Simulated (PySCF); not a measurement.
Ligand exchange on a metal centre used in film growth or etching (Mo F-OH). All species are isolated molecules in the gas phase. One relaxed conformer stands for each flexible species; it need not be the lowest.

The charge on the central atom (Mulliken) from two functionals at the same geometries (TPSS-D3(BJ)/def2-SVP), both in PySCF: PBE-D3(BJ)/def2-TZVP and B3LYP-D3(BJ)/def2-TZVP. B3LYP has the VWN-RPA correlation part, as in Gaussian. 

| species | PBE-D3(BJ)/def2-TZVP (e) | B3LYP-D3(BJ)/def2-TZVP (e) |
|---|---|---|
| 2 of 6 F replaced by OH ([Mo(F)4(OH)2]) | 1.73 | 2.03 |
| 3 of 6 F replaced by OH ([Mo(F)3(OH)3]) | 1.64 | 1.94 |
| 4 of 6 F replaced by OH | 1.56 | 1.87 |
| 5 of 6 F replaced by OH ([Mo(F)(OH)5]) | 1.49 | 1.79 |

Over these rows, drawn at random from the members with no instability flagged (it was tested for open shells, ions and some series alone), PBE minus B3LYP-D3(BJ): mean -0.30 e, from -0.31 e to -0.30 e.
